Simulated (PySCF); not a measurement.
**Mayer bond orders and bond lengths**

Species: C₇H₄FN.
SMILES with atom numbers: `[N:1]#[C:2][c:3]1[cH:4][cH:5][cH:6][c:7]([F:8])[cH:9]1` (hydrogens: H10 on C4; H11 on C5; H12 on C6; H13 on C9)

Cartesian coordinates in Å at the PBE0-D3(BJ)/def2-SVP level; atoms count from 1:
```xyz
13
C7H4FN angstrom
N      3.6128   -0.2382    0.1594
C      2.4644   -0.0843    0.1270
C      1.0456    0.1126    0.0872
C      0.5212    1.4124    0.0374
C     -0.8579    1.5929    0.0002
C     -1.7177    0.4967    0.0124
C     -1.1774   -0.7840    0.0619
F     -1.9933   -1.8320    0.0737
C      0.1925   -0.9995    0.0997
H      1.1981    2.2676    0.0281
H     -1.2721    2.6025   -0.0388
H     -2.8022    0.6161   -0.0158
H      0.5843   -2.0164    0.1385
```

Bond orders from the PBE0/pcSseg-1 density (PySCF). Isolated species at its PBE0-D3(BJ)/def2-SVP geometry, gas phase.

(1) Where do the orders between heavy atoms depart from those drawn in the SMILES?

(2) Set the Mayer orders of the bonds beside their lengths.

Results:

(1) The largest departure is 0.165, at C9–C3 (drawn aromatic, 1.335), counting aromatic bonds as 1.5. The bonds drawn aromatic range from 1.33 to 1.44.

(2) 
```tsv
bond	drawn as	length (Å)	Mayer order
N1–C2	triple	1.159	3.021
C2–C3	single	1.433	1.036
C3–C4	aromatic	1.403	1.371
C4–C5	aromatic	1.391	1.439
C5–C6	aromatic	1.393	1.411
C6–C7	aromatic	1.391	1.420
C7–F8	single	1.328	0.900
C7–C9	aromatic	1.387	1.427
C9–C3	aromatic	1.402	1.335
C4–H10	single	1.091	0.965
C5–H11	single	1.092	0.955
C6–H12	single	1.091	0.946
C9–H13	single	1.090	0.953
```

By pair of heavy elements: C–C: lowest C2–C3 (1.036, 1.433 Å), highest C4–C5 (1.439, 1.391 Å).

Sum the orders of all bonds at each heavy atom with more than one neighbour and set the sums beside the valence in the SMILES.

C2 4.057 (drawn 4), C3 3.742 (drawn 4), C4 3.775 (drawn 4), C5 3.805 (drawn 4), C6 3.777 (drawn 4), C7 3.747 (drawn 4), C9 3.715 (drawn 4). Orders between atoms that aren't bonded are not in these sums.

The Mayer order sums products of elements of PS (density times overlap matrix) between the two atoms' basis functions, so it depends on the basis set.
